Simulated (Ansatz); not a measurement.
## From C to Sn: the dipole moment

Gas-phase molecules, one atom swapped for its congeners: C2H3N (acetonitrile) `CC#N`; SiH3(CN) (silyl cyanide); GeH3(CN); SnH3(CN). All are singlets with charge 0.

Shapes, held fixed at every level: PBE0-D4/def2-TZVP. Programs: Ansatz 0.2.0. Values in D.

| level | C2H3N | SiH3(CN) | GeH3(CN) | SnH3(CN) |
| --- | --- | --- | --- | --- |
| PBE-D4/def2-TZVPP | 3.94 | 3.40 | 3.79 | 4.15 |
| r2SCAN-D4/def2-TZVPP | 4.05 | 3.46 | 3.87 | 4.25 |
| B3LYP-D4/def2-TZVPP | 4.00 | 3.50 | 3.90 | 4.30 |
| wB97M-V/def2-TZVPP | 4.00 | 3.49 | 3.92 | 4.33 |
| measured | 3.92 | – | – | – |

At wB97M-V/def2-TZVPP the dipole moment isn't monotonic: it is largest for Sn and smallest for Si (4.33 and 3.49 D). Every level shows the same order. Measured values: NIST CCCBDB. For atoms past krypton def2 sets carry core potentials with scalar relativity. Relativity is left out for Ge.
